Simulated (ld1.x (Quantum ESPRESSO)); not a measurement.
## manganese (Mn): from the effect back to the setting (TM)

Base potential:

ld1.x (Quantum ESPRESSO) 7.5 input, shortened:

```
&input
   title='Mn', zed=25., rel=2, dft='PBE', iswitch=3,
   config='[Ar] 3d5 4s1 4p0', rel_dist='average'
 /
 &inputp
   pseudotype=2, tm=.true., lloc=0,
   nlcc=.true., new_core_ps=.true., rcore=1.30
 /
3
4P  2  1   0.00   0.00  2.20  2.20  0.0
3D  3  2   5.00   0.00  1.70  1.70  0.0
4S  1  0   1.00   0.00  1.80  1.80  0.0
 &test
   configts(1)='3d5 4s1 4p0'
 /
```

Open shells are filled in proportion to 2j + 1 (rel_dist='average').

Cutoffs, loose and tight: the cutoffs (Ry, on a coarse ladder) from which the occupation-weighted sum of valence levels, in a spherical-Bessel basis at the reference potential, stays within 10 and 1 mRy of its value at 400 Ry. They do not see the model core or the augmentation charge, which bear on the density cutoff. Test errors are all-electron minus pseudo excitation energies from the reference, over the configurations 3d5 4s2 4p0; 3d5 4s0 4p0; 3d4 4s0 4p0; 3d5 4s0 4p1; 3d4 4s2 4p0; 3d6 4s0 4p0; 3d5 4s1 4p1; variants that change the core or the reference have their own tests. The largest error is taken over the tests solved by every variant that gives reliable tests at all, those not shown here included: 3d5 4s0 4p0; 3d5 4s0 4p1; 3d5 4s1 4p1; 3d6 4s0 4p0.

Only the d radius is moved:

```csv
d radius (bohr),"cutoff, loose","cutoff, tight",bound ghosts,largest test error (meV)
1.22,140 Ry,160 Ry,p1/2,-304
1.42,110 Ry,160 Ry,p1/2,-288
1.76,80 Ry,140 Ry,p1/2,-246
2.28,55 Ry,90 Ry,p1/2,-110
2.44,50 Ry,80 Ry,p1/2,-71
```

One more run gave cutoff, loose: 70 Ry; cutoff, tight: 120 Ry; bound ghosts: p1/2; largest test error (meV): -220. Which value of the d radius was used?

1.88 bohr. The loose cutoff moves one way along this sweep, from 140 Ry at 1.22 to 50 Ry at 2.44 bohr, which places the run between 1.76 and 2.28 bohr.
